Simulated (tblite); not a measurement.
C7H8FS (doublet state).
Z-matrix (Å and degrees, GFN2-xTB geometry), rows numbered from 1:
```
F 
C   1  1.3769
C   2  1.5043  1  111.00
C   3  1.4141  2  118.15  1   -52.78
C   4  1.3915  3  120.07  2   179.78
C   5  1.3666  4  121.22  3     0.86
S   6  1.7561  5  119.31  4   179.74
C   6  1.4931  5  122.53  4    -0.14
C   3  1.3543  2  120.95  1   127.26
H   2  1.0970  1  106.17  3  -120.62
H   2  1.0945  1  106.81  3   122.09
H   4  1.0767  3  119.63  2     1.00
H   5  1.0803  4  119.67  3  -179.27
H   7  1.3337  6   96.50  5   179.13
H   8  1.1022  6  110.05  5  -123.05
H   8  1.1029  6  110.00  5   121.11
H   9  1.0798  3  121.06  2    -0.65
```

All values are computed: GFN2-xTB (tblite) harmonic vibrations without scaling, gas phase. Against measured fundamentals such values can be off by several per cent, at times by over 20. Modes of hydrogen on sulfur can be 10 to 20 % off. One conformer, not necessarily the lowest. Open shells enter through the occupations alone, without spin polarisation, and single modes of such species can be off by tens of per cent.

Harmonic wavenumbers (cm⁻¹): 30.9, 66.2, 132.6, 161.1, 218.3, 240.4, 299.7, 332.7, 386.1, 441.6, 554.7, 568.7, 653.5, 729.3, 765.7, 804.6, 859.4, 872.6, 920.7, 951.2, 970.6, 1012.5, 1031.4, 1093.3, 1137.1, 1166.1, 1185.2, 1203.8, 1269.0, 1310.1, 1313.7, 1355.9, 1396.4, 1432.1, 1437.6, 1511.7, 1607.8, 2415.1, 2797.1, 2853.1, 2920.2, 2953.0, 3079.1, 3083.2, 3122.1.

A = 4256, B = 654.2, C = 584.6 MHz; mass 143.033 u (most abundant isotopes); point group C1, symmetry number 1; spin multiplicity 2.

**Question.** Zero-point energy?

**Answer.** Half the sum of the wavenumbers: 27324 cm⁻¹ = 326.86 kJ/mol.

**Question.** What is S at 200 K and 1 bar for an ideal gas of classical rigid rotors and harmonic oscillators?

**Answer.** Translation 162.45, rotation 119.16, vibration 75.06, spin (R ln 2) 5.76: S = 362.4 J/(mol K).

**Question.** And Cp and H(200 K) − H(0)?

**Answer.** Cp = 111.47 J/(mol K), of which vibrations give 78.22 (their classical limit is 45 R = 374.2); H(200 K) − H(0) = 14.57 kJ/mol without the zero-point energy, 7.91 from vibrations.

**Question.** What must be added to the electronic energy to get the Gibbs energy at 200 K and 1 bar?

**Answer.** ZPE + [H(200 K) − H(0)] − T·S = 326.86 + 14.57 − 72.49 = 268.94 kJ/mol.

**Question.** Blend soft modes into free rotors: weight 1/[1 + (100 cm⁻¹/ν̃)⁴] for the oscillator and the rest for a rotor with moment μB/(μ + B), μ = h/(8π²ν), B = 10⁻⁴⁴ kg m². What vibrational entropy results?

**Answer.** 67.61 J/(mol K) in place of 75.06, which changes −T·S at 200 K by +1.49 kJ/mol.

**Question.** Which modes carry the vibrational entropy at 200 K?

**Answer.** 30.9 cm⁻¹: 20.83; 66.2 cm⁻¹: 14.56; 132.6 cm⁻¹: 9.02; 161.1 cm⁻¹: 7.54; 218.3 cm⁻¹: 5.37; 240.4 cm⁻¹: 4.72 J/(mol K); the other 39 give 13.02 together.

Hindered rotation and anharmonicity are outside this model. Other conformers, if any are populated, would add a mixing term that is left out. The structure is chiral; the term R ln 2 for an equal mix with its mirror image is left out.
